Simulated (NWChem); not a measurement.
Species: NH₄ cation; SMILES [NH4+]

```xyz
5

N      0.0000     0.0000     0.0000
H     -0.5910    -0.5910    -0.5910
H      0.5910     0.5910    -0.5910
H     -0.5910     0.5910     0.5910
H      0.5910    -0.5910     0.5910
```
Atoms are numbered in this order, from 1.

All runs use the structure optimised with PBE0-D3(BJ)/def2-TZVP. B3LYP is NWChem's, with the RPA form of VWN correlation.

Question: Split the isotropic spin-spin couplings (Hz) from B3LYP/6-31G** (spherical d) (NWChem) into Fermi-contact, spin-dipolar, paramagnetic and diamagnetic spin-orbit terms, for the pairs 1–3, 2–3.

Answer: 
```
pair              FC     SD   PSO    DSO   total
------------  ------  -----  ----  -----  ------
14N(1)–1H(3)   55.15  -0.06  1.07   0.05   56.22
1H(2)–1H(3)   -12.69   0.53  4.13  -5.56  -13.59
```
